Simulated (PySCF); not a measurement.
Substituent chemical shifts

Parent skeleton `[SiH3:1][c:2]1[cH:3][cH:4][cH:5][o:6]1`; one hydrogen on atom 4 is replaced by X. Hydrogens on one atom are averaged.

PySCF 2.14.0 with density-fitted response routines calculation with coordinates at the GFN2-xTB level and shielding tensors at PBE0/pcSseg-1 (GIAO); in vacuum, one conformer, rapidly exchanging positions averaged, non-relativistic.

Shifts are taken against calculated references (same method and geometry level): ²⁹Si (σref 349.16), ¹³C (σref 186.93), ¹H (σref 31.72) against TMS; H2O for ¹⁷O (σref 336.08).

Parent (X = H): Si1 -86.9, C2 152.8, C3 130.6, C4 116.8, C5 154.2, O6 323.2, H(Si1) 4.47, H(C3) 7.12, H(C5) 7.90 ppm. Effects are Δδ = δ(X) − δ(H), positive for deshielding.

Problem. Order these by the shift of C4, most shielded first.
A. X = CH2NH2
B. X = isopropenyl
C. X = NH2

Solution. B (+17.6 ppm), A (+23.1 ppm), C (+25.0 ppm).

Unscaled 17O shifts of doubly bonded oxygen tend to come out too high, by tens of ppm or more. Experimental scales use liquid or dissolved standards, which lie at an offset from isolated H2O (liquid H2O: subtract about 36 ppm).
